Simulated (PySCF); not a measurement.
Atom-mapped SMILES (the numbers label the heavy atoms): `[CH3:1]/[CH:2]=[CH:3]/[C:4]([C:5]#[N:6])=[CH:7]\[CH2:8][CH3:9]`. Each H is labelled by its parent atom.

GIAO PBE0/pcSseg-1 shifts (PySCF 2.14.0 with density-fitted response routines, gas phase, non-relativistic, equivalent atoms averaged), each against references optimised in the same way as the molecule (TMS, NH3).

On the GFN2-xTB geometry: C7 155.8, C2 143.4, C3 128.2, C5 123.3, C4 119.0, C8 27.1, C1 22.9, C9 15.8, N6 312.6, H(C2) 6.73, H(C3) 6.48, H(C7) 6.40, H(C8) 2.40, H(C1) 2.10, H(C9) 1.12 ppm.

Question: What changes on the PBE0-D3(BJ)/def2-SVP geometry?

Answer: 
| atoms | δ (ppm) | change |
| --- | --- | --- |
| C7 | 154.3 | -1.5 |
| C2 | 142.4 | -1.0 |
| C3 | 128.2 | +0.0 |
| C5 | 122.9 | -0.4 |
| C4 | 120.2 | +1.2 |
| C8 | 25.5 | -1.6 |
| C1 | 21.7 | -1.2 |
| C9 | 15.0 | -0.8 |
| N6 | 316.8 | +4.2 |
| H(C2) | 6.51 | -0.22 |
| H(C3) | 6.31 | -0.17 |
| H(C7) | 6.16 | -0.24 |
| H(C8) | 2.25 | -0.15 |
| H(C1) | 2.01 | -0.09 |
| H(C9) | 1.05 | -0.07 |

Bonds between heavy atoms that differ most (equivalent bonds averaged): C4–C5 1.420 → 1.439 Å, C5–N6 1.147 → 1.160 Å, C2–C3 1.332 → 1.342 Å, C3–C4 1.455 → 1.464 Å, C4–C7 1.347 → 1.355 Å. Mean change of bonds to hydrogen: C–H +0.012 Å.
